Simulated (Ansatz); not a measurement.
Program: Ansatz 0.2.0.

Basis-set series for C3H7ClSi, SMILES `CC(C)[Si]Cl`. The species carries charge 0 and has multiplicity 1. The structure was optimised at the PBE0-D4/def2-TZVP level. It is one conformer, not always the lowest.

```tsv
functional	basis	functions	energy (Eh)	HOMO (eV)	LUMO (eV)
PBE0-D4	def2-SVP	113	-867.50058	-6.39	-2.38
PBE0-D4	def2-QZVPP	521	-867.91813	-6.46	-2.46
ωB97M-V	def2-SVP	113	-867.79841	-8.43	-0.33
ωB97M-V	def2-QZVPP	521	-868.22172	-8.53	-0.53
```

(1) Give the rows for def2-TZVPP. (Best estimate.)

## Answers

(1) The calculation gave: 
| functional | basis | functions | energy (Eh) | HOMO (eV) | LUMO (eV) |
| --- | --- | --- | --- | --- | --- |
| PBE0-D4 | def2-TZVPP | 275 | -867.88831 | -6.43 | -2.43 |
| ωB97M-V | def2-TZVPP | 275 | -868.19307 | -8.51 | -0.46 |
